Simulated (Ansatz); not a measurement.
`C=[C](C)[GeH3]` + H₂ → propene + GeH₄ at 700 K and 1 bar (hydrogenolysis of a C–Ge bond).

Computed with Ansatz on PBE0-D4/def2-TZVP structures; ΔE is electronic, products minus reactants. CCSD(T)/CBS is the MP2 limit (def2-TZVPP, def2-QZVPP) plus CCSD(T) − MP2 in def2-TZVPP, frozen cores. This one scheme is used for every species. For Ge outer-core shells are correlated without core-valence functions, which leaves a few kJ/mol of doubt a bond. Scalar relativity is left out up to krypton.

```csv
species,CCSD(T)/CBS energy (Eh),H − E (kJ/mol),S (J/(mol·K))
`C=[C](C)[GeH3]`,-2195.05367,322.8,451.0
H₂,-1.17544,46.8,155.3
`C=CC`,-117.74610,260.0,340.6
GeH₄,-2078.49493,112.9,267.3
```

H − E and S are ideal-gas, rigid-rotor, harmonic terms from PBE0-D4/def2-TZVP. For small species the MP2-based limit differs from directly extrapolated CCSD(T) by up to some mEh (0.8 for H₂); such offsets cancel only in part. 1 Eh = 2625.50 kJ/mol, R = 8.31446 J/(mol·K).

Problem. By hand: ΔE, ΔH, ΔS and ΔG.

Solution. ΔE = (-117.74610) + (-2078.49493) − (-2195.05367) − (-1.17544) = -0.01192 Eh = -31.3 kJ/mol. Δ(H − E) = 260.0 + 112.9 − 322.8 − 46.8 = 3.3, so ΔH = -28.0 kJ/mol. ΔS = 340.6 + 267.3 − 451.0 − 155.3 = 1.6 J/(mol·K). ΔG = -28.0 − 700 × (1.6)/1000 = -29.1 kJ/mol.

Problem. By hand: the equilibrium constant, and the temperature at which ΔG would vanish if ΔH and ΔS stayed fixed.

Solution. log₁₀ K = −ΔG/(RT ln 10) = 2.2. ΔH and −TΔS have one sign here, so there is no such temperature. One of them is within its doubt of zero, so this could turn.

The number of gas molecules stays the same, so ΔS is small and ΔH decides. A doubt of 5 kJ/mol in ΔE shifts log₁₀ K by 0.4 here. These are equilibria of isolated gas molecules and say nothing of rates. Largest T1 diagnostic: 0.012 (customary marks: 0.02 for closed shells, 0.045 for open ones).
